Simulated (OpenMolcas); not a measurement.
## GeH2ClF (SMILES [F][GeH2][Cl]): name the method

GeH2ClF: 5 atoms, total charge 0, spin state singlet. As SMILES, `[F][GeH2][Cl]`. Geometry: relaxed at PBE0-D4/def2-TZVP.

```xyz
5

F    -0.2420   -0.5080    1.5886
Ge    0.1399   -0.0892   -0.0455
Cl   -1.3903    1.2449   -0.6989
H     0.0676   -1.3755   -0.8674
H     1.4747    0.6542   -0.0183
```

Orbital energies are those of the mean-field step.

A calculation with OpenMolcas 26.06 gave:

```yaml
total_energy: -2605.6032 Eh
dipole_moment: 2.91 D
HOMO_energy: -10.28 eV
LUMO_energy: 8.61 eV
HOMO–LUMO_gap: 18.90 eV
largest_force: 2.017 eV/Å
```

Problem. Which of these levels gave the numbers?
A. BHLYP/aug-cc-pVDZ
B. HF/STO-3G
C. B3LYP/6-31G* (spherical functions)
D. CCSD(T)/aug-cc-pVDZ (Cholesky decomposition)

Solution. B. The others give -2638.0627 Eh (B3LYP/6-31G* (spherical functions)), -2638.2537 Eh (BHLYP/aug-cc-pVDZ), -2636.0544 Eh (CCSD(T)/aug-cc-pVDZ (Cholesky decomposition)).
